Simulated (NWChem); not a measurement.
**H$_{2}$F$_{2}$Ge**

SMILES: [F][GeH2][F]
```xyz
5

Ge     0.0000     0.0000    -0.3372
F     -1.3897     0.0000     0.7235
F      1.3897     0.0000     0.7235
H      0.0000     1.3321    -1.1175
H      0.0000    -1.3321    -1.1175
```
Charge 0, spin multiplicity 1.

The numbers come from NWChem runs, not from measurements. Structure: optimised with PBE/def2-SVP, a minimum by its harmonic frequencies.

Symmetry labels belong to the abelian group C2v used in the runs, with the axes of the coordinates shown.

The Hamiltonian is non-relativistic. B3LYP has NWChem's definition, with VWN1-RPA local correlation. The structure started from a generated list of species.

Q: List the lowest 6 singlet excitations that TD-B3LYP/def2-SVP, VWN1-RPA local correlation gives, with oscillator strengths.

A: 
| state | symmetry | energy (eV) | wavelength (nm) | f |
|---|---|---|---|---|
| 1 | a2 | 8.29 | 150 | 0.000 |
| 2 | b2 | 8.53 | 145 | 0.018 |
| 3 | b1 | 9.19 | 135 | 0.000 |
| 4 | a1 | 9.34 | 133 | 0.028 |
| 5 | a2 | 9.45 | 131 | 0.000 |
| 6 | b2 | 9.51 | 130 | 0.046 |
